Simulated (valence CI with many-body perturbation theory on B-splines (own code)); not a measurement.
Values are calculated unless marked as measured or tabulated.
**Ladder of approximations for Kr22+**

Method: relativistic CI+MBPT: four valence electrons over a frozen Dirac-Fock core [Ne], a basis of 11 s, 11 p, 9 d, 7 f, 5 g, 2 h, 1 i functions for each j, with the one-electron correlation potential Σ1, the two-electron term Σ2, the three-electron term Σ3, Breit, model QED; selected CI, second order for the rest (own B-spline code, finite nucleus).

No measured spectrum was set against this ion. As an estimate, levels of excited configurations hold to 0.05 to 0.15 % of their energy, terms of the ground configuration to about 0.5 %.

Each rung adds one term. CI alone is the Dirac-Coulomb CI over the frozen core; QED comes last and gives the full result, which names the levels. Energies are above 3s2 3p2 3P_0 on the same rung, in eV.

Names give the largest LS component (configuration and term), which can be under half, so a name can repeat, a term be missing and a line seem to break the LS rules; names also repeat where a configuration has a term twice. Letters in brackets count levels of one name in rising energy.

| Level | CI alone | + Σ1 | + Σ2 | + Σ3 | + Breit | Full |
| --- | --- | --- | --- | --- | --- | --- |
| 3s2 3p2 3P_1 | 8.60 | 8.63 | 8.65 | 8.66 | 8.45 | 8.48 |
| 3s2 3p2 3P_2 | 11.91 | 11.94 | 11.95 | 11.95 | 11.69 | 11.71 |
| 3s2 3p2 1D_2 | 23.33 | 23.39 | 23.41 | 23.41 | 22.96 | 23.01 |
| 3s2 3p2 1S_0 | 31.98 | 32.03 | 32.00 | 31.97 | 31.57 | 31.61 |
| 3s 3p3 5S°_2 | 58.26 | 58.15 | 58.33 | 58.39 | 58.28 | 58.02 |
| 3s 3p3 3D°_1 | 71.56 | 71.46 | 71.49 | 71.52 | 71.43 | 71.20 |
| 3s 3p3 3D°_2 | 72.72 | 72.62 | 72.69 | 72.73 | 72.56 | 72.33 |
| 3s 3p3 3D°_3 | 76.13 | 76.04 | 76.12 | 76.17 | 75.86 | 75.64 |
| 3s 3p3 3P°_0 | 83.83 | 83.74 | 83.74 | 83.76 | 83.55 | 83.33 |
| 3s 3p3 3P°_2 [a] | 84.80 | 84.71 | 84.69 | 84.73 | 84.41 | 84.24 |
| 3s 3p3 3P°_1 | 85.01 | 84.92 | 84.91 | 84.93 | 84.66 | 84.45 |
| 3s 3p3 3P°_2 [b] | 92.76 | 92.69 | 92.67 | 92.69 | 92.22 | 92.10 |
| 3s2 3p 3d 3F°_2 | 98.18 | 98.09 | 97.95 | 97.93 | 97.48 | 97.44 |
| 3s 3p3 3S°_1 | 98.61 | 98.51 | 97.88 | 97.87 | 97.72 | 97.47 |
| 3s2 3p 3d 3F°_3 | 101.65 | 101.56 | 101.42 | 101.39 | 100.82 | 100.83 |
| 3s2 3p 3d 3P°_2 [a] | 109.42 | 109.34 | 108.78 | 108.70 | 108.27 | 108.22 |
| 3s2 3p 3d 3F°_4 | 109.42 | 109.36 | 109.27 | 109.24 | 108.46 | 108.49 |
| 3s2 3p 3d 3P°_1 [a] | 109.64 | 109.56 | 109.07 | 109.01 | 108.64 | 108.54 |
| 3s2 3p 3d 3D°_1 | 111.54 | 111.46 | 110.85 | 110.80 | 110.41 | 110.28 |

How does the ionisation energy move along the ladder, and which term matters most?

CI alone 997.97, + Σ1 998.79, + Σ2 998.69, + Σ3 998.53, + Breit 997.92, + QED 997.95 eV. The largest step is Σ1, 0.82 eV. NIST lists 999 ± 2.4 eV (semi-empirical).
